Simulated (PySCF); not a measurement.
Job file and geometry (Å, from GFN2-xTB) of an NMR shielding run on `C[Si](C)(C)C`, C$_{4}$H$_{12}$Si, GIAO PBE0/ANO-RCC-VDZP NMR shielding, non-relativistic, gas phase in PySCF; density fitting, a coarse starting grid and PySCF grid level 2 are the driver's defaults:

```
$ OMP_NUM_THREADS=1 python probes_run.py task.json out

{"job": {"kind": "nmr", "xc": "PBE0", "basis": "ANO-RCC-VDZP", "pop": false}, "charge": 0, "multiplicity": 1}
C     -0.406572    -1.213421    -1.419378
Si    -0.001168    -0.000673    -0.001754
C      0.008130     1.785545    -0.675355
C     -1.319794    -0.154927     1.370252
C      1.716091    -0.415535     0.721562
H     -1.379676    -1.003559    -1.853159
H     -0.418731    -2.241638    -1.070248
H      0.327027    -1.147965    -2.217335
H      0.242457     2.501867     0.106393
H     -0.958122     2.057909    -1.089187
H      0.746490     1.907664    -1.462097
H     -2.312057     0.075313     0.994143
H     -1.350945    -1.160472     1.779082
H     -1.116988     0.525824     2.191677
H      1.746276    -1.426357     1.117085
H      2.493128    -0.336762    -0.032799
H      1.977455     0.259220     1.531210
```

Problem. What does the program print?

Solution. 
```
coarse grid: 13408 points
cycle   1  E = -448.7050214067  dE =  1.663e-02  |g| = 5.865e-01  |ddm| = 5.166e+00
cycle   2  E = -448.6909853878  dE =  1.404e-02  |g| = 6.230e-01  |ddm| = 1.186e+00
cycle   3  E = -448.7944855047  dE = -1.035e-01  |g| = 1.310e-02  |ddm| = 6.521e-01
cycle   4  E = -448.7945219623  dE = -3.646e-05  |g| = 8.604e-03  |ddm| = 2.723e-02
cycle   5  E = -448.7945452955  dE = -2.333e-05  |g| = 3.727e-04  |ddm| = 1.023e-02
cycle   6  E = -448.7945453410  dE = -4.544e-08  |g| = 4.708e-05  |ddm| = 5.972e-04
final grid: 121224 points
cycle   7  E = -448.7902866040  dE = -3.642e-05  |g| = 8.313e-03  |ddm| = 4.229e-02
cycle   8  E = -448.7902832438  dE =  3.360e-06  |g| = 9.158e-03  |ddm| = 1.557e-02
cycle   9  E = -448.7903048097  dE = -2.157e-05  |g| = 9.752e-05  |ddm| = 8.489e-03
cycle  10  E = -448.7903048111  dE = -1.456e-09  |g| = 6.970e-05  |ddm| = 1.607e-04
cycle  11  E = -448.7903048126  dE = -1.494e-09  |g| = 8.363e-06  |ddm| = 8.530e-05
cycle  12  E = -448.7903048126  dE = -1.887e-11  |g| = 2.340e-06  |ddm| = 1.165e-05
converged SCF energy = -448.7903048126

GIAO shielding tensors (ppm)
atom      isotropic    diamagn.    paramagn.     s11        s22        s33       span
  0 C      190.419     239.944     -49.524    186.282    186.361    198.615     12.333
  1 Si     391.669     891.067    -499.398    391.387    391.652    391.969      0.582
  2 C      190.379     239.945     -49.566    186.217    186.313    198.607     12.391
  3 C      190.382     239.934     -49.553    186.240    186.283    198.621     12.381
  4 C      190.377     239.935     -49.558    186.202    186.311    198.618     12.415
  5 H       31.762      30.406       1.356     27.695     29.234     38.356     10.661
  6 H       31.758      30.402       1.356     27.689     29.226     38.360     10.671
  7 H       31.764      30.410       1.354     27.700     29.238     38.353     10.653
  8 H       31.767      30.419       1.347     27.704     29.241     38.355     10.651
  9 H       31.764      30.413       1.351     27.704     29.233     38.355     10.651
 10 H       31.767      30.416       1.351     27.705     29.239     38.357     10.652
 11 H       31.766      30.411       1.355     27.701     29.232     38.366     10.665
 12 H       31.762      30.409       1.353     27.698     29.228     38.359     10.661
 13 H       31.764      30.417       1.347     27.705     29.244     38.344     10.639
 14 H       31.764      30.414       1.350     27.705     29.230     38.357     10.653
 15 H       31.766      30.414       1.352     27.701     29.235     38.361     10.660
 16 H       31.768      30.422       1.346     27.708     29.245     38.353     10.645
```

Size and cost of the density-fitted run: 134 basis functions, roughly 17 core-seconds.
